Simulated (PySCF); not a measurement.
Members of one family of related compounds. Level of theory: PySCF, TDDFT PBE0/def2-SVPD, vertical, gas phase, core orbitals frozen in the response. Geometries: PBE0-D3(BJ)/def2-SVP; one conformer of each isolated species. Triplets are in the Tamm–Dancoff approximation.

Question: Rank by computed lowest triplet energy, lowest first.
A. `[BH3-][N+]#CC[S@](C)=O`
B. `[BH3-][N+]#CCOC(F)F`
C. `[BH3-][N+]#CCOC(C)C`
D. `[BH3-][N+]#CCB(OC)OC`

Answer: A (4.17 eV), B (4.62 eV), C (4.82 eV), D (5.09 eV).

```
                SMILES  T1 (eV)  gap (eV)  LUMO (eV)  HOMO (eV)  first f ≥ 0.01 (nm)  S1 mainly
[BH3-][N+]#CC[S@](C)=O     4.17      5.97      -1.80      -7.77                  256  H→L (76%)
   [BH3-][N+]#CCOC(F)F     4.62      6.51      -1.39      -7.89                  228  H→L (95%)
   [BH3-][N+]#CCOC(C)C     4.82      6.74      -0.94      -7.68                  220  H→L (95%)
  [BH3-][N+]#CCB(OC)OC     5.09      6.98      -0.51      -7.49                  211  H→L (38%)
```

H and L stand for HOMO and LUMO.
